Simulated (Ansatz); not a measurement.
Isolated molecules relaxed with PBE0-D4/def2-TZVP in Ansatz; ΔE leaves out vibrations. CCSD(T)/CBS is the MP2 limit (def2-TZVPP, def2-QZVPP) plus CCSD(T) − MP2 in def2-TZVPP, frozen cores. This one scheme is used for every species. Functionals use def2-TZVPP. For Ga outer-core shells are correlated without core-valence functions, which leaves a few kJ/mol of doubt a bond. Scalar relativity is left out up to krypton. One conformer a species, not always the lowest.

`N[SiH](N)[Ga]([F])[Cl]` + H–F → `N[SiH](N)F` + `[F][GaH][Cl]`  (cleavage of the Si–Ga bond)

`N[SiH](N)[Ga]([F])[Cl]`:

Z-matrix (Å, degrees):
```
Si
N 1 1.707
Ga 1 2.420 2 117.7
N 1 1.702 2 110.3 3 113.6
H 1 1.490 2 103.8 3 -119.1
H 2 1.007 1 122.0 3 -59.0
H 2 1.007 1 120.6 3 93.5
F 3 1.757 1 128.0 2 -52.5
Cl 3 2.164 1 121.6 2 125.7
H 4 1.006 1 122.1 2 -139.4
H 4 1.007 1 123.0 2 57.3
```

H–F:

Cartesian coordinates in Å:
```
F 0.247 -0.388 -0.005
H -0.247 0.388 0.005
```

`N[SiH](N)F`:

Z-matrix (Å, degrees):
```
Si
N 1 1.694
F 1 1.604 2 116.3
N 1 1.699 2 107.9 3 116.0
H 1 1.482 2 106.1 3 -115.6
H 2 1.006 1 121.4 3 85.7
H 2 1.007 1 121.8 3 -68.8
H 4 1.006 1 121.0 2 -157.4
H 4 1.006 1 121.2 2 50.4
```

`[F][GaH][Cl]`:

```xyz
4

F    -0.314   -0.124   -1.690
Ga   -0.141    0.062    0.036
Cl    1.741   -0.588    0.769
H    -1.286    0.649    0.885
```

CCSD(T)/CBS gives -136.0 kJ/mol.

Another level gave -141.3 kJ/mol. Which?
A. PBE-D4/def2-TZVPP
B. CCSD(T)/def2-TZVPP
C. revPBE/def2-TZVPP
D. BHLYP/def2-TZVPP

B. CCSD(T)/def2-TZVPP -141.3, revPBE -120.0, BHLYP -157.8, PBE-D4 -113.1 kJ/mol.

Largest T1 diagnostic among the species: 0.013.

Leaving LDA and LC-ωPBE aside and taking each functional with its dispersion term where it has one, the values, not all of them listed here, spread over 40.0 kJ/mol, from B97M-V to revPBE-D4. LDA lies −3.1 kJ/mol from PBE without D4. From r2SCAN to r2SCAN0 (25 % exact exchange), in def2-TZVPP and without D4, ΔE moves by −3.7 kJ/mol. At CCSD(T), def2-SVP lies −6.6 kJ/mol from the extrapolated value and def2-TZVPP −5.4 kJ/mol.
